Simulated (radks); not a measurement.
Results of a calculation; reference values are marked as such.
Charge is removed step by step from the 3d level of neutral chromium, starting from [Ar] 3d5 4s1. Code: a radial shooting solver on a logarithmic mesh with Libxc functionals. Model: scalar-relativistic Kohn-Sham, r2SCAN, spin-unpolarised, spherical densities, finite nucleus; meta-GGA in the generalised Kohn-Sham scheme; Fermi nuclear charge, rms radius 3.6452 fm.

[
 {"removed (e)": "0", "E - E(0) (eV)": "0.000", "eigenvalue (eV)": "-2.812", "E minus straight line (eV)": "0.000"},
 {"removed (e)": "0.125", "E - E(0) (eV)": "0.420", "eigenvalue (eV)": "-3.920", "E minus straight line (eV)": "-0.567"},
 {"removed (e)": "0.25", "E - E(0) (eV)": "0.983", "eigenvalue (eV)": "-5.109", "E minus straight line (eV)": "-0.991"},
 {"removed (e)": "0.375", "E - E(0) (eV)": "1.701", "eigenvalue (eV)": "-6.376", "E minus straight line (eV)": "-1.261"},
 {"removed (e)": "0.5", "E - E(0) (eV)": "2.580", "eigenvalue (eV)": "-7.714", "E minus straight line (eV)": "-1.369"},
 {"removed (e)": "0.625", "E - E(0) (eV)": "3.632", "eigenvalue (eV)": "-9.122", "E minus straight line (eV)": "-1.304"},
 {"removed (e)": "0.75", "E - E(0) (eV)": "4.864", "eigenvalue (eV)": "-10.594", "E minus straight line (eV)": "-1.060"},
 {"removed (e)": "0.875", "E - E(0) (eV)": "6.283", "eigenvalue (eV)": "-12.129", "E minus straight line (eV)": "-0.628"},
 {"removed (e)": "1", "E - E(0) (eV)": "7.899", "eigenvalue (eV)": "-13.723", "E minus straight line (eV)": "0.000"}
]

Removing the whole electron costs 7.899 eV by Delta-SCF, against 2.812 eV from minus the eigenvalue at the starting occupation. Slater's transition state (half an electron removed) gives 7.714 eV. Integrating minus the eigenvalue over the occupation (Janak's theorem) gives 7.898 eV. In this scalar-relativistic scheme the density is built from large components alone, so the theorem holds only approximately. The mean slope of the eigenvalue, de/dn, is 10.9 eV per electron.
